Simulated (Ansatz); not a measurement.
Relaxation of AlH6NO2 (10 atoms, charge 0, multiplicity 1), to a largest force component of 0.03 eV/Å in at most 50 steps.

Theory: RKS B3LYP/6-31G* (Ansatz 0.2.0).

```xyz
10
Properties=species:S:1:pos:R:3
Al -0.237 0.438 -0.447
N 0.022 0.114 2.628
H -0.725 -0.020 3.305
H 0.907 -0.021 3.114
H 1.159 -0.182 -0.831
O -1.749 -0.192 -0.959
H -1.796 -1.071 -1.354
O -0.281 2.024 0.310
H -1.155 2.438 0.357
H -0.013 1.101 2.304
```

Q: Where does it end, and by what steps?

A: It converged. The force dipped under the threshold on the way, but the program's further checks kept it going. After 19 steps the energy has fallen by 0.864 eV; H3 moved furthest, 0.92 Å. Joined: Al1–N2 (3.10 → 2.04 Å).

| step | energy less start (eV) | largest force component (eV/Å) | accepted |
| --- | --- | --- | --- |
| 0 | 0.0000 | 0.789 | yes |
| 1 | -0.1562 | 0.509 | yes |
| 2 | -0.3830 | 0.599 | yes |
| 3 | -0.6167 | 0.776 | yes |
| 4 | -0.7402 | 0.872 | yes |
| 5 | -0.7818 | 0.676 | yes |
| 6 | -0.8478 | 0.090 | yes |
| 7 | -0.8523 | 0.084 | yes |
| 8 | -0.8541 | 0.070 | yes |
| 9 | -0.8556 | 0.141 | yes |
| 10 | -0.8054 | 1.664 | no |
| 11 | -0.8570 | 0.167 | yes |
| 12 | -0.8515 | 0.571 | no |
| 13 | -0.8602 | 0.051 | yes |
| 14 | -0.8619 | 0.046 | yes |
| 15 | -0.8632 | 0.018 | yes |
| 16 | -0.8565 | 0.621 | no |
| 17 | -0.8634 | 0.149 | yes |
| 18 | -0.8637 | 0.054 | yes |
| 19 | -0.8638 | 0.027 | yes |

```xyz
10
Properties=species:S:1:pos:R:3
Al -0.256 0.514 0.160
N -0.046 0.181 2.166
H -0.811 -0.418 2.477
H 0.837 -0.243 2.448
H 1.102 0.008 -0.527
O -1.669 -0.468 -0.127
H -1.654 -1.049 -0.897
O -0.483 2.224 0.423
H -0.750 2.790 -0.310
H -0.137 1.092 2.616
```

Whether the end is a true minimum wasn't checked by a vibrational analysis.

Time of the run: 71 s on 1 thread of Arm Neoverse V1, on a shared host, peak memory 0.14 GiB.
